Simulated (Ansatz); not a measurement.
The cluster Ga₂H₄⁻. The state is a doublet with charge -1. Geometry PBE0-D4/def2-TZVPD, basis def2-TZVPD, Ansatz.

```xyz
6

Ga    0.688    0.209    0.947
Ga   -0.686   -0.205   -0.949
H     0.199    0.080    2.472
H    -0.205   -0.083   -2.477
H    -2.228   -0.650   -0.869
H     2.231    0.650    0.876
```

```csv
run,HOMO (eV),LUMO (eV)
A,0.88,1.79
B,0.38,2.13
C,-0.06,2.62
D,0.56,1.98
E,0.74,1.34
F,-1.82,4.49
```

LC-ωPBE has ω = 0.4 bohr⁻¹. B3LYP takes the VWN-RPA correlation. The structure comes from a short search, and lower isomers may exist.

HOMO and LUMO are taken over both spins.

Problem. The runs used B3LYP, LC-ωPBE, LDA (SPW92), r2SCAN, r2SCAN0, revPBE. Estimate which is which.

Solution. A revPBE (0 % exact exchange); B B3LYP (20 % exact exchange); C r2SCAN0 (25 % exact exchange); D r2SCAN (0 % exact exchange); E LDA (SPW92) (0 % exact exchange); F LC-ωPBE (range-separated). Exact exchange lowers occupied and raises empty levels; among semilocal functionals meta-GGAs tend to open the gap a little, and such runs are hard to tell apart. The gap grows from 0.59 eV (LDA (SPW92)) to 6.31 eV (LC-ωPBE). At revPBE-D4/def2-TZVPD, B3LYP-D4/def2-TZVPD, r2SCAN-D4/def2-TZVPD, LDA (SPW92)/def2-TZVPD the highest occupied level of the charge -1 doublet lies above zero (up to 0.88 eV). By energy differences its removal costs 1.54 eV (vertical, to the charge 0 singlet, at PBE0-D4/def2-TZVPD).
